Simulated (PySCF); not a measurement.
NICS in isomers of C7H11N3.

NICS = −σ at a ghost point: NICS(0) at the centroid of the ring atoms, NICS(1) 1 Å to either side along the normal of their mean plane, zz for the tensor component along that normal. Level: GIAO PBE0/pcSseg-1 (PySCF, non-relativistic, gas phase) on the GFN2-xTB geometries, one conformer each. Atom numbers follow the mapped SMILES.

Question: Order these rings by mean NICS(1)zz, lowest (most negative) first (ppm).
A. ring C5–N6–C7–C8–N9–N10 in `[CH3:1][C:2]([CH3:3])([CH3:4])[c:5]1[n:6][cH:7][cH:8][n:9][n:10]1`
B. ring N4–C5–C6–N9–N10 in `[CH2:1]=[CH:2][CH2:3][n:4]1[cH:5][c:6]([CH2:7][CH3:8])[n:9][n:10]1`
C. ring N3–N4–N5–C6–C8 in `[CH2:1]=[CH:2][n:3]1[n:4][n:5][c:6]([CH3:7])[c:8]1[CH2:9][CH3:10]`
D. ring C5–N6–C7–N8–C9–N10 in `[CH3:1][C:2]([CH3:3])([CH3:4])[c:5]1[n:6][cH:7][n:8][cH:9][n:10]1`
E. ring C1–N2–N3–C4–N5 in `[cH:1]1[n:2][n:3][cH:4][n:5]1[CH:6]1[CH2:7][CH2:8][CH2:9][CH2:10]1`
F. ring C3–N4–N5–N6–C7 in `[CH2:1]=[CH:2][c:3]1[n:4][n:5][nH:6][c:7]1[CH:8]([CH3:9])[CH3:10]`

Answer: B (-32.1), E (-30.6), F (-29.6), C (-28.0), A (-26.4), D (-24.7).

```json
{"SMILES": "C=CCn1cc(CC)nn1", "ring": "5-membered ring with 3 N; formal bonds all aromatic", "NICS(0)": "-12.5", "NICS(1)": "-12.8", "NICS(1)zz": "-32.1", "HOMA": "0.95", "rms pucker (Å)": "0.00", "ring atoms with four or more neighbours": "0"}
{"SMILES": "c1nncn1C1CCCC1", "ring": "5-membered ring with 3 N; formal bonds all aromatic", "NICS(0)": "-11.9", "NICS(1)": "-11.5", "NICS(1)zz": "-30.6", "HOMA": "0.90", "rms pucker (Å)": "0.00", "ring atoms with four or more neighbours": "0"}
{"SMILES": "C=Cc1nn[nH]c1C(C)C", "ring": "5-membered ring with 3 N; formal bonds all aromatic", "NICS(0)": "-11.4", "NICS(1)": "-12.2", "NICS(1)zz": "-29.6", "HOMA": "0.93", "rms pucker (Å)": "0.00", "ring atoms with four or more neighbours": "0"}
{"SMILES": "C=Cn1nnc(C)c1CC", "ring": "5-membered ring with 3 N; formal bonds all aromatic", "NICS(0)": "-10.4", "NICS(1)": "-11.9", "NICS(1)zz": "-28.0", "HOMA": "0.91", "rms pucker (Å)": "0.00", "ring atoms with four or more neighbours": "0"}
{"SMILES": "CC(C)(C)c1nccnn1", "ring": "6-membered ring with 3 N; formal bonds all aromatic", "NICS(0)": "-3.7", "NICS(1)": "-11.1", "NICS(1)zz": "-26.4", "HOMA": "0.99", "rms pucker (Å)": "0.01", "ring atoms with four or more neighbours": "0"}
{"SMILES": "CC(C)(C)c1ncncn1", "ring": "6-membered ring with 3 N; formal bonds all aromatic", "NICS(0)": "-4.5", "NICS(1)": "-10.3", "NICS(1)zz": "-24.7", "HOMA": "0.99", "rms pucker (Å)": "0.00", "ring atoms with four or more neighbours": "0"}
```

NICS(0) gives another order. The isotropic NICS(1) gives another order. Over the 6 rings with a HOMA value its correlation coefficient with NICS(1)zz is 0.62. HOMA uses Krygowski's 1993 parameters. NICS(1) and NICS(1)zz are means over the two faces.
